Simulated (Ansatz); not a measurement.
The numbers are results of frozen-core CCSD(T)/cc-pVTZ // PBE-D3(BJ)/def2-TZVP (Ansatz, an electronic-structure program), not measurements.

Ansatz 0.2 input:
```yaml
crystal:
  periodic: [false, false, false]
  atoms:
    - { symbol: C, position_ang: [1.860076, 0.244596, -0.017187] }
    - { symbol: C, position_ang: [0.699259, -0.102891, -0.036394] }
    - { symbol: C, position_ang: [-0.710618, -0.477409, -0.097466] }
    - { symbol: O, position_ang: [-1.600751, 0.622912, 0.113755] }
    - { symbol: H, position_ang: [2.887073, 0.545785, 0.015431] }
    - { symbol: H, position_ang: [-0.941528, -1.205322, 0.695226] }
    - { symbol: H, position_ang: [-0.910507, -0.976014, -1.065847] }
    - { symbol: H, position_ang: [-1.312116, 1.342306, -0.474346] }
basis:
  gaussian: { orbitals: cc-pVTZ }
correlation:
  method: ccsd_t
```

Output:

```
Functional definition: HF
1017 factors; integrals over basis functions are off by at most 9.0e-4 eV
mean field evaluation 1: about -5188.7048 eV, gradient 3.4e1 eV
mean field evaluation 2: about -5188.7105 eV, gradient 3.4e1 eV
mean field evaluation 4: about -5191.4117 eV, gradient 4.0e0 eV
mean field evaluation 8: about -5191.4544 eV, gradient 2.6e-4 eV
mean field evaluation 16: about -5191.4494 eV, gradient 2.3e-1 eV
mean field -5191.45439798 eV, -190.7824302317 hartree, gradient 2.5e-6 eV, S^2 0.000000; 0 other end points of the search recorded, 0 dependent functions left out
4 core orbitals not correlated
reference -5191.45439798 eV, -190.7824302317 hartree; 11, 11 occupied and 161, 161 virtual orbitals, 1017 factors
second order -19.49561967 eV of doubles, -0.00000000 eV of singles
cycle   1  -19.38688461 eV  change    1.1e-1 eV  update   9.8e-2
cycle   2  -19.89630185 eV  change   -5.1e-1 eV  update   3.0e-2
cycle   3  -20.00954514 eV  change   -1.1e-1 eV  update   1.4e-2
cycle   4  -20.00691880 eV  change    2.6e-3 eV  update   4.1e-3
cycle   5  -20.00887340 eV  change   -2.0e-3 eV  update   1.8e-3
cycle   6  -20.01027869 eV  change   -1.4e-3 eV  update   4.9e-4
cycle   7  -20.01023116 eV  change    4.8e-5 eV  update   1.8e-4
cycle   8  -20.01019751 eV  change    3.4e-5 eV  update   5.1e-5
cycle   9  -20.01021434 eV  change   -1.7e-5 eV  update   2.2e-5
perturbative correction -0.90236310 eV, -0.0331612321 hartree
Total energy: -5212.36697542 eV, -191.5509532775 hartree
```

Cost: about 60 core-seconds (a rough figure).
